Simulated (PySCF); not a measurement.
BiC: mean field, correlation and small terms against distance

State: ²Σ⁺, doublet, unpaired electrons σ ↑. ROHF-based CCSD(T) in PySCF 2.14 with Bi cc-pwCVDZ-PP with ECP60, C aug-cc-pVDZ and Bi cc-pwCVTZ-PP with ECP60, C aug-cc-pVTZ (frozen core orbitals: 5; scalar-relativistic core potentials). Correlation energies are extrapolated as n⁻³ (n = 2, 3), Hartree–Fock as (n+1)·exp(−9√n). All energies in eV from Bi + C.

| R (Å) | HF/CBS | CCSD corr. | (T) | total |
| --- | --- | --- | --- | --- |
| 1.7507 | 1.252 | -3.016 | -0.5233 | -2.287 |
| 1.8303 | 0.804 | -3.071 | -0.5654 | -2.833 |
| 1.9099 | 0.667 | -3.138 | -0.6110 | -3.082 |
| 1.9895 | 0.747 | -3.211 | -0.6591 | -3.123 |
| 2.0691 | 0.972 | -3.286 | -0.7089 | -3.023 |
| 2.1685 | 1.380 | -3.380 | -0.7715 | -2.772 |
| 2.2680 | 1.863 | -3.474 | -0.8289 | -2.440 |

A fit to the total gives Re = 1.9686 Å, De = 3.128 eV, ωe = 766.7 cm⁻¹, Be = 0.3833 cm⁻¹ (masses 208.9804 and 12.0000 u).

Problem. At R = 1.9895 Å the CCSD correlation energy is -0.531230 hartree in the smaller basis and -0.683243 in the larger. Extrapolate it.

Solution. (3³·E3 − 2³·E2)/(3³ − 2³) = -0.74725 hartree; the larger basis holds 91.4 % of it.

The T1 diagnostic is 0.035. The state was picked by a PBE0 search and need not be the measured ground state. Spin–orbit coupling, excitations beyond (T) and corrections to the Born–Oppenheimer picture are left out, and spin–orbit coupling matters for open p, d or f shells this heavy.
